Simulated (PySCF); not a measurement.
Numbering as in the mapped SMILES `[NH2:1][B:2]([F:3])[F:4]`. Each H is labelled by its parent atom.

Theoretical values (PySCF 2.14): shielding tensors at B97-2/pcSseg-2 (GIAO), coordinates at the PBE0-D3(BJ)/def2-TZVP level. One computed conformer, averaged over atoms made equivalent by symmetry, fast rotation or ring inversion, isolated molecule, non-relativistic Hamiltonian.

δ = σ(ref) − σ, references computed at the same level: TMS for ¹H (σref 31.64); ¹⁵N (σref 261.75) against NH3; BF3·OEt2 for ¹¹B (σref 99.77); CFCl3 for ¹⁹F (σref 175.98).

```json
{"atoms": "F3/F4", "nucleus": "¹⁹F", "count": "2", "δ (ppm)": "?"}
{"atoms": "H(N1)", "nucleus": "¹H", "count": "2", "δ (ppm)": "2.33"}
{"atoms": "N1", "nucleus": "¹⁵N", "count": "1", "δ (ppm)": "45.5"}
{"atoms": "B2", "nucleus": "¹¹B", "count": "1", "δ (ppm)": "?"}
```

**Question.** Fill in the missing shifts.

**Answer.** 
- B2: 16.4 ppm, boron bonded to 2 F, N
- F3/F4: -141.6 ppm, fluorine bonded to B

The OH or NH signal is concentration- and solvent-dependent in practice; the value given is the gas-phase one. Unscaled 19F shifts against computed CFCl3 carry errors that often reach 10 to 50 ppm. Experimental scales use liquid or dissolved standards, which lie at an offset from isolated NH3 (liquid NH3: subtract about 20 ppm).
